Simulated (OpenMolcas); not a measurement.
## Yb3+ in K2NaGaF6: curves along the breathing mode

Yb3+ with its 6 nearest fluoride ions, on the Ga site of K2NaGaF6 (a = 8.246 Å, distance in the model lattice 1.938 Å). The rest of the host is ab initio model potentials to 7.6 Å, with orthogonalisation functions on the cations behind the ligands, and point charges beyond; the distance is set by hand and nothing relaxes. Ligand basis ANO-RCC-VDZP.

```
Program             : OpenMolcas 26.06
Method              : SS-CASPT2, IPEA 0.25 Eh, imaginary shift 0.1 Eh (closed shells correlated: 5s 5p and the ligand valence shells)
Basis               : ANO-RCC-VDZP [7s6p4d2f1g]
Scalar Hamiltonian  : DKH2, point nucleus
Active space        : 13 electrons in 7 orbitals (4f)
State averaging     : 2S+1 = 2 odd, 7 roots
Spin-orbit coupling : RASSI with atomic mean-field integrals over the reference wave functions
```

Spin-free energies (labels of O, the rotations of Oh) in cm-1 above the lowest fitted minimum, as all ligands move together:

```tsv
R (Å)	2T1	2T2	2A2
1.956	5560	7020	7830
2.002	1150	2450	3110
2.048	30	1160	1750
2.094	1790	2790	3330
2.14	6190	7030	7560
2.186	13050	13830	14260
2.232	22260	22970	23370
```

Cubic fits give the following; the wavenumber is harmonic, with the mass of all moving ligands, small differences in it between states hang on the degree of the fit, a number in brackets counts states of one label, and the table is a selection of at most 14 states with clean curves.

```json
{"State": "2T1", "R0 (Å)": "2.043", "Breathing mode (cm-1)": "642", "Minimum (cm-1)": "0"}
{"State": "2T2", "R0 (Å)": "2.046", "Breathing mode (cm-1)": "642", "Minimum (cm-1)": "1140"}
{"State": "2A2", "R0 (Å)": "2.047", "Breathing mode (cm-1)": "645", "Minimum (cm-1)": "1740"}
```

For an f ion spin-orbit coupling outweighs the ligand field, so these spin-free curves are not those of observable levels.

Roots that are degenerate in the reference are averaged as groups; the widest CASPT2 spread within a group is 25 cm-1 (the 3-fold group of multiplicity 2 near 0 cm-1 above the lowest state of its run, R = 2.186). Shifts and gaps below about the spread of the groups concerned are not significant. Over all roots computed the reference weight is 0.72 in R = 1.956, 0.72 in R = 2.002, 0.72 in R = 2.048, 0.72 in R = 2.094, 0.72 in R = 2.14, 0.71 to 0.72 in R = 2.186, 0.71 in R = 2.232; a low but even weight reflects the number of correlated electrons. Splittings of an f shell from a small cluster at a set distance can be off by tens of per cent, mostly too small. No measured value stands beside these numbers.
